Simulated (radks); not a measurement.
Isoelectronic series with 2 electrons, each ion in its NIST ground configuration. All-electron calculation, Dirac Kohn-Sham, BLYP, spin-unpolarised, spherical densities, point nucleus. Program: a radial shooting solver on a logarithmic mesh with Libxc functionals. Total energies (hartree) and mean radii <r> (bohr):

| ion | configuration | E (hartree) | 1s1/2 |
|---|---|---|---|
| He | [He] | -2.90721 | 0.9456 |
| Li+ | [He] | -7.28025 | 0.5788 |
| Be2+ | [He] | -13.65280 | 0.4173 |
| B3+ | [He] | -22.02701 | 0.3263 |
| C4+ | [He] | -32.40464 | 0.2679 |
| N5+ | [He] | -44.78753 | 0.2272 |
| O6+ | [He] | -59.17778 | 0.1972 |
| F7+ | [He] | -75.57777 | 0.1742 |
| Ne8+ | [He] | -93.99017 | 0.1560 |
